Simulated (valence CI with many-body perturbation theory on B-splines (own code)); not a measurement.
**Lu56+: calculated level list**

Method: relativistic CI+MBPT: five valence electrons over a frozen Dirac-Fock core [Ne], radial functions for each j: 11 s, 11 p, 10 d, 8 f, 5 g, 2 h, with the one-electron correlation potential Σ1, the two-electron term Σ2, the three-electron term Σ3, Breit, model QED; selected CI, second order for the rest, scaled by the run's own slope (own B-spline code, finite nucleus).

No measured spectrum was set against this ion. As an estimate, large intervals hold to a few tenths of a per cent, small ones and those within an open d or f shell to about a per cent. Among the levels kept, up to 3000 cm⁻¹ of a level comes from second order outside the variational space, and about a tenth of that is noise between levels of different J, which matters for small intervals.

Levels 46 to 90 of 166, with energies above the lowest level, (3s^2 3p1/2^2 3p3/2) J=3/2. "Leading %" is the weight of the configuration and term that name the level; weights of strongly mixed levels are sums over their largest components and can fall short. In the jj column 3d3/2^4 stands for four electrons in 3d with j = 3/2. Lifetimes count E1, E2, E3, M1 and M2 decay at the calculated energies, and are blank where another channel may lead or the interval is too uncertain; long ones can be off by a factor of two.

```tsv
No.	Configuration	Term	J	E (× 10³ cm⁻¹)	Leading %	Leading jj	Lifetime	g
46	3s.3p3.3d	2F°	5/2	6254.5	20	3s 3p1/2^2 3p3/2 3d5/2 (80 %)	1.18 ps	1.090
47	3s.3p3.3d	2P°	3/2	6271.0	24	3s 3p1/2^2 3p3/2 3d5/2 (83 %)	1.02 ps	1.350
48	3s2.3p.3d2	4G°	7/2	6401.1	55	3s^2 3p1/2 3d3/2 3d5/2 (95 %)	3.46 ps	1.019
49	3s2.3p.3d2	2D°	5/2	6431.9	24	3s^2 3p1/2 3d3/2 3d5/2 (95 %)	2.77 ps	1.061
50	3s2.3p.3d2	4D°	3/2	6482.1	42	3s^2 3p1/2 3d3/2 3d5/2 (94 %)	2.55 ps	1.174
51	3s2.3p.3d2	4P°	1/2	6497.1	46	3s^2 3p1/2 3d3/2 3d5/2 (95 %)	3.01 ps	1.800
52	3s2.3p.3d2	2H°	9/2	6510.7	49	3s^2 3p1/2 3d3/2 3d5/2 (97 %)	4.05 ps	1.024
53	3s2.3p2.3d	2F	7/2	6561.9	46	3s^2 3p3/2^2 3d3/2 (97 %)	640 fs	1.102
54	3s2.3p2.3d	2D	5/2	6565.9	27	3s^2 3p3/2^2 3d3/2 (87 %)	435 fs	1.166
55	3s2.3p2.3d	4P	3/2	6593.6	23	3s^2 3p3/2^2 3d3/2 (76 %)	299 fs	1.184
56	3s2.3p2.3d	4P	1/2	6605.2	39	3s^2 3p3/2^2 3d3/2 (77 %)	278 fs	1.653
57	3s2.3p2.3d	2D	3/2	6731.0	68	3s^2 3p3/2^2 3d3/2 (89 %)	444 fs	0.831
58	3s2.3p.3d2	4D°	5/2	6743.8	25	3s^2 3p1/2 3d3/2 3d5/2 (82 %)	270 fs	1.154
59	3s2.3p.3d2	2F°	7/2	6767.8	38	3s^2 3p1/2 3d3/2 3d5/2 (84 %)	353 fs	1.145
60	3s2.3p.3d2	4D°	3/2	6815.0	21	3s^2 3p1/2 3d3/2 3d5/2 (83 %)	258 fs	1.329
61	3s2.3p2.3d	2F	7/2	6892.7	51	3s^2 3p3/2^2 3d5/2 (98 %)	138 ps	1.233
62	3s2.3p2.3d	4F	9/2	6908.9	61	3s^2 3p3/2^2 3d5/2 (98 %)	2.58 ns	1.238
63	3s2.3p2.3d	2P	1/2	6974.6	55	3s^2 3p3/2^2 3d5/2 (95 %)	13.4 ps	1.218
64	3s2.3p.3d2	4D°	7/2	7092.5	30	3s^2 3p1/2 3d5/2^2 (89 %)	1.82 ps	1.216
65	3s.3p2.3d2	4F	3/2	7097.6	42	3s 3p1/2^2 3d3/2^2 (96 %)	14.7 ps	0.438
66	3s2.3p.3d2	4G°	9/2	7102.3	28	3s^2 3p1/2 3d5/2^2 (94 %)	2.77 ps	1.117
67	3s2.3p2.3d	2D	5/2	7139.0	75	3s^2 3p3/2^2 3d5/2 (98 %)	548 ps	1.199
68	3s2.3p.3d2	2P°	3/2	7168.4	27	3s^2 3p1/2 3d5/2^2 (94 %)	1.66 ps	1.330
69	3s2.3p.3d2	2F°	5/2	7172.2	38	3s^2 3p1/2 3d5/2^2 (95 %)	2.05 ps	1.097
70	3s.3p2.3d2	4F	5/2	7175.7	24	3s 3p1/2^2 3d3/2^2 (95 %)	14.3 ps	1.057
71	3s2.3p2.3d	2P	3/2	7236.3	43	3s^2 3p3/2^2 3d5/2 (94 %)	1.67 ps	1.186
72	3s2.3p2.3d	2D	5/2	7278.9	51	3s^2 3p3/2^2 3d5/2 (93 %)	1.34 ps	1.173
73	3s.3p2.3d2	4P	1/2	7328.4	45	3s 3p1/2^2 3d3/2^2 (94 %)	12.2 ps	2.371
74	3s2.3p.3d2	2P°	1/2	7369.9	66	3s^2 3p1/2 3d5/2^2 (91 %)	1.75 ps	0.642
75	3s.3p3.3d	6D°	3/2	7403.3	21	3s 3p1/2 3p3/2^2 3d3/2 (75 %)	1.87 ps	1.251
76	3s.3p3.3d	6D°	1/2	7486.9	42	3s 3p1/2 3p3/2^2 3d3/2 (94 %)	1.67 ps	2.048
77	3s.3p3.3d	4F°	5/2	7491.4	37	3s 3p1/2 3p3/2^2 3d3/2 (92 %)	2.28 ps	1.219
78	3s.3p3.3d	4G°	7/2	7581.1	32	3s 3p1/2 3p3/2^2 3d3/2 (94 %)	1.78 ps	1.188
79	3p5	2P°	3/2	7584.7	48	3p1/2^2 3p3/2^3 (48 %)	593 fs	1.281
80	3s.3p3.3d	2G°	9/2	7693.8	42	3s 3p1/2 3p3/2^2 3d3/2 (96 %)	1.86 ps	1.153
81	3s.3p2.3d2	4F	7/2	7714.6	28	3s 3p1/2^2 3d3/2 3d5/2 (95 %)	4.47 ps	1.228
82	3s.3p3.3d	4F°	3/2	7750.3	43	3s 3p1/2 3p3/2^2 3d3/2 (88 %)	744 fs	0.798
83	3s.3p2.3d2	4F	5/2	7754.0	19	3s 3p1/2^2 3d3/2 3d5/2 (95 %)	4.04 ps	1.178
84	3s.3p2.3d2	6D	3/2	7802.6	29	3s 3p1/2^2 3d3/2 3d5/2 (97 %)	3.67 ps	1.604
85	3s.3p3.3d	4P°	5/2	7806.1	28	3s 3p1/2 3p3/2^2 3d3/2 (89 %)	478 fs	1.341
86	3s.3p3.3d	4D°	7/2	7808.3	33	3s 3p1/2 3p3/2^2 3d3/2 (83 %)	584 fs	1.233
87	3s.3p3.3d	4D°	1/2	7828.7	56	3s 3p1/2 3p3/2^2 3d3/2 (81 %)	615 fs	0.604
88	3s.3p2.3d2	4F	9/2	7862.7	28	3s 3p1/2^2 3d3/2 3d5/2 (94 %)	3.32 ps	1.200
89	3s.3p3.3d	4P°	3/2	7874.6	32	3s 3p1/2 3p3/2^2 3d3/2 (88 %)	367 fs	1.475
90	3s.3p2.3d2	2F	5/2	7875.0	24	3s 3p1/2^2 3d3/2 3d5/2 (96 %)	3.53 ps	1.116
```
